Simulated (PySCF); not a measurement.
Computed IR spectrum (relative IR intensity) of a molecule C₆H₁₀. Geometry: PBE-D3(BJ)/def2-SVP. One conformer was computed; it need not be the lowest. These are PBE-D3(BJ)/def2-SVP run with PySCF 2.14.0 values and carry that method's errors. No scaling factor is applied to the harmonic values.

```csv
ν (cm⁻¹),relative intensity
130,4.5
198,2.3
383,4.6
523,8.5
551,26
703,31
758,10
836,4.6
867,64
900,39
1007,9.7
1049,7.5
1215,15
1242,69
1288,3.3
1332,8.1
1342,4.3
1393,12
1403,27
1417,17
1427,13
1450,2.2
2026,47
2957,100
2959,76
2968,81
3029,35
3035,33
3040,16
3057,82
3063,63
3079,34
```

Problem. Which molecule gave these data?
A) CC1CC=CC1
B) CC=C=CCC
C) CC1=CCCC1
D) C=C=CC(C)C

Solution. B, CC=C=CCC
